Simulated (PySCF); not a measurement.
# SiI2: one-bond stretch

Level of theory: B3LYP/[Si def2-SVP, I def2-SVP with ECP28], scalar-relativistic core potentials, density fitting, no spin–orbit coupling, PySCF.

Rigid scan from the singlet minimum (Si–I 2.514 Å (×2); I–Si–I 104.4°). Coordinate: the bond from Si to the last atom (I) scaled, the rest fixed. Energies in kJ/mol from the minimum.

(1) Predict the curve at 0.92, 0.96, 1.00, 1.05, 1.12, 1.20, 1.35, 1.55, 1.80, 2.20.

Results:

(1) 
```
scale of one bond  E (kJ/mol)  dipole size (D)
             0.92        23.1             1.17
             0.96         5.0             0.80
             1.00         0.0             0.84
             1.05         5.9             1.36
             1.12        27.2             2.29
             1.20        59.9             3.34
             1.35       124.4             5.09
             1.55       197.5                –
             1.80       260.3                –
             2.20       311.5                –
```

At long bonds a restricted determinant can lie too high, and another spin state can fall below this curve.

Other isomers or separated fragments may lie lower.

The scan took of the order of 80 core-seconds on a shared host.
